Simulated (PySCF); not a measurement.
Levels of Pt(49+) from EOM-EA-GCCSD

Reference: closed-shell Pt(50+), [Ar] 3d10; one electron is added. Calculated with PySCF 2.14, two-component X2C-1e with screened spin-orbit coupling, an uncontracted even-tempered set (18 s from 4.6 bohr⁻², ratio 2.6; 15 p from 5.9 bohr⁻², ratio 2.6; 10 d from 5.9 bohr⁻², ratio 2.6; 5 f from 6.1 bohr⁻², ratio 2.8); frozen [Ar]; the 98 highest virtual spinors dropped; of the others 70 kept and the rest restored at second order. No Breit or QED terms. Binding energies in eV.

```json
{"level": "4s1/2", "Koopmans": "2825.9", "second order": "2827.4", "EOM-CCSD": "2827.3"}
{"level": "4p1/2", "Koopmans": "2718.0", "second order": "2719.4", "EOM-CCSD": "2719.4"}
{"level": "4p3/2", "Koopmans": "2579.4", "second order": "2580.7", "EOM-CCSD": "2580.7"}
```

Electric-dipole lines between these computed levels:

```tsv
lower	upper	ΔE (eV)	vacuum wavelength (nm)
4s1/2	4p1/2	107.95	11.49
4s1/2	4p3/2	246.66	5.026
```

For comparison, the ionisation energy of Pt(49+) is 2827.8 ± 1.4 eV (semi-empirical (NIST evaluation); NIST Atomic Spectra Database, ionization energies).
